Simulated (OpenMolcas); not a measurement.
**How the cost of UHF grows with the basis: doublet [ZrO2]+**

[ZrO2]+: 3 atoms, total charge +1, spin state doublet. As SMILES of the parent species, `[O]=[Zr]=[O]`. Geometry: relaxed at PBE0-D4/def2-TZVP. That shape belongs to the parent species and isn't relaxed for this state.

UHF (core potential), gradient, OpenMolcas 26.06, on 1 thread of Arm Neoverse V2, shared host. N is the number of basis functions, t the processor time.

| basis | N | t (s) | ln N | ln t |
| --- | --- | --- | --- | --- |
| def2-SV(P) | 52 | 3.1 | 3.951 | 1.131 |
| def2-SVP | 59 | 3.8 | 4.078 | 1.335 |
| def2-TZVP | 102 | 16 | 4.625 | 2.773 |
| def2-TZVPP | 118 | ? | 4.771 | ? |

Question: Fit t = C·Nᵖ to the known rows and estimate the time in def2-TZVPP.

Answer: 
1. Means of the 3 rows: ln N = 4.21800, ln t = 1.7463.
2. Σ(Δln N)² = 0.25654, Σ(Δln N·Δln t) = 0.63973, so the slope is 0.63973/0.25654 = 2.4937.
3. Intercept: 1.7463 − (2.4937) × 4.21800 = -8.7721. The largest residual of the fit is 0.062.
4. ln t = -8.7721 + 2.4937 × 4.771, so t ≈ 23 s.

The run took 26 s, so the estimate is too short by a factor of about 1.1. The fitted power is 2.5, with the electron count fixed.
